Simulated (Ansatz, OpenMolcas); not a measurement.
Worked example: vertical ionisation energy of SiCl4 (SMILES Cl[Si](Cl)(Cl)Cl)

SiCl4: 5 atoms, total charge 0, spin state singlet. As SMILES, `Cl[Si](Cl)(Cl)Cl`. The coordinates come from a PBE0-D4/def2-TZVP relaxation.

Both states at this one shape; open shells run unrestricted unless said. 1 Eh = 27.2114 eV.

```
                                                           level     program  singlet SiCl4 (Eh)  doublet [SiCl4]+ (Eh)
                                                     PBE/cc-pVDZ      Ansatz        -2129.601978           -2129.203966
CCSD(T)/cc-pVDZ, open shells restricted, 25 core orbitals frozen  OpenMolcas        -2127.831320           -2127.400697
```

**Question.** Work out the vertical ionisation energy at each level.

**Answer.** 
1. PBE/cc-pVDZ: -2129.203966 − (-2129.601978) = 0.398012 Eh = 10.83 eV.
2. CCSD(T)/cc-pVDZ, open shells restricted: -2127.400697 − (-2127.831320) = 0.430623 Eh = 11.72 eV.

No measured value is set beside it here; the levels span 10.83 to 11.72 eV.
